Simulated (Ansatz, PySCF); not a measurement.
Process, species as SMILES: CCCl → [CH2]Cl + [CH3] (CH3) (the C-C bond at the site shown breaks; other sites are not compared here)
Geometries: B3LYP-D3(BJ)/def2-TZVP minima from Ansatz (a quantum-chemistry and plane-wave program).

Wanted: bond dissociation energy (enthalpy at 298 K, with B3LYP-D3(BJ) rigid-rotor harmonic-oscillator terms from PySCF), in kcal/mol. Correlated levels leave the core frozen unless marked. UHF or UKS for open shells. Spin-orbit coupling is left out. Non-relativistic. CBS marks a two-point X^-3 extrapolation of the correlation energy; Hartree-Fock from the larger set. The bracket is a focal-point correction in the basis named.

| level | program | bond dissociation energy (kcal/mol) |
|---|---|---|
| TPSS/def2-TZVPD | PySCF | ? |
| PBE0-D3(BJ)/def2-TZVP | Ansatz + dftd3 | ? |
| HSE06-D3(BJ)/def2-TZVPD | Ansatz + dftd3 | 86.8 |
| B2PLYP/def2-TZVPD | Ansatz | 85.5 |
| RI-MP2/CBS(aug-cc-pV(T+d)Z,aug-cc-pV(Q+d)Z)+[CCSD(T)-MP2]/aug-cc-pV(T+d)Z | Ansatz | 89.6 |

Question: Fill in the missing entries.

Answer: 
- TPSS/def2-TZVPD, bond dissociation energy (kcal/mol): 81.0
- PBE0-D3(BJ)/def2-TZVP, bond dissociation energy (kcal/mol): 87.0
